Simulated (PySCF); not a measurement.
Non-relativistic, gas phase, one computed conformer, rapidly exchanging positions averaged. Geometry from GFN2-xTB; NMR shieldings at PBE0/pcSseg-1/GIAO; PySCF 2.14.0 with density-fitted response routines.

Shifts are taken against calculated references (same method and geometry level): 1H (σ = 31.72 ppm) and 13C (σ = 186.93 ppm) vs TMS. Shifts are as computed. Against solution values, carbons near 30 ppm lie about +3 ppm off and those near 130 ppm about +5 ppm; carbons on Cl a further +6 ppm. Of 1211 compounds with measured shifts, 218 miss one by over three times the rms of a fit or turn the order of signals round; such compounds aren't used in these exercises. Carbons bonded to Cl come out too deshielded.

Question: Order these molecules by the shift of their most deshielded carbon-bound hydrogen, lowest δ first.
A. O=C(Cl)/C=C(/Cl)C(F)(F)F
B. C=CC/C(F)=C(\C)C#N
C. Cc1ccc(C(=O)Cl)cc1F

Answer: B (5.96 ppm, hydrogen on an alkene CH), A (6.84 ppm, hydrogen on an α carbon of a C=C–C=O unit), C (8.37 ppm, hydrogen on an aromatic CH).

Question: Order these molecules by the shift of their most shielded carbon-bound hydrogen, lowest δ first.
A. C=CC/C(F)=C(\C)C#N
B. O=C(Cl)/C(=C/Cl)C(F)(F)F
C. Cc1ccc(C(=O)Cl)cc1F
D. O=C(Cl)/C=C(/Cl)C(F)(F)F

Answer: A (1.85 ppm, hydrogen on an allylic methyl carbon), C (2.56 ppm, hydrogen on a methyl carbon on an aromatic ring), D (6.84 ppm, hydrogen on an α carbon of a C=C–C=O unit), B (8.14 ppm, hydrogen on a β carbon of a C=C–C=O unit).

Question: How many 13C and 1H signals does each give (equivalence by symmetry and fast rotation, but not about amide C–N or C=N bonds)? `C=CC/C(F)=C(\C)C#N`, `O=C(Cl)/C=C(/Cl)C(F)(F)F`, `Cc1ccc(C(=O)Cl)cc1F`, `O=C(Cl)/C(=C/Cl)C(F)(F)F`

Answer: C=CC/C(F)=C(\C)C#N: 7 C, 5 H; O=C(Cl)/C=C(/Cl)C(F)(F)F: 4 C, 1 H; Cc1ccc(C(=O)Cl)cc1F: 8 C, 4 H; O=C(Cl)/C(=C/Cl)C(F)(F)F: 4 C, 1 H.
